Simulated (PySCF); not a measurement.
## Running PySCF for KB

File input.py (PySCF 2.14):

```python
from pyscf import gto, scf

mol = gto.M(
    atom='K 0 0 0; B 0 0 2.843',
    basis='def2-svp',
    charge=0,
    spin=0,
    verbose=3,
)
mf = scf.RHF(mol)
mf.kernel()
mf.nuc_grad_method().kernel()
mf.dip_moment()
print('orbital energies (hartree):', mf.mo_energy[..., max(0, mol.nelec[1]-3):mol.nelec[0]+3].round(4))
```

```bash
$ OMP_NUM_THREADS=1 python input.py
```

Output:

```
converged SCF energy = -623.541369997149
--------------- RHF gradients ---------------
         x                y                z
0 K    -0.0000000000     0.0000000000     0.0229533023
1 B     0.0000000000    -0.0000000000    -0.0229533023
----------------------------------------------
Dipole moment(X, Y, Z, Debye):  0.00000, -0.00000, -8.04456
orbital energies (hartree): [-0.9361 -0.4234 -0.1589  0.0019  0.0607  0.0607]
```

In short: E(SCF) = -623.541370 Eh, μz(SCF) = -8.04 D, gradient on the second atom -0.0230 Eh/bohr.

It ran on Arm Neoverse N1 (1 thread, shared host) in 1.9 s.

Stability towards an unrestricted solution was not tested. The bond length is a typed value, not an optimised one. No search for the lowest solution was made.
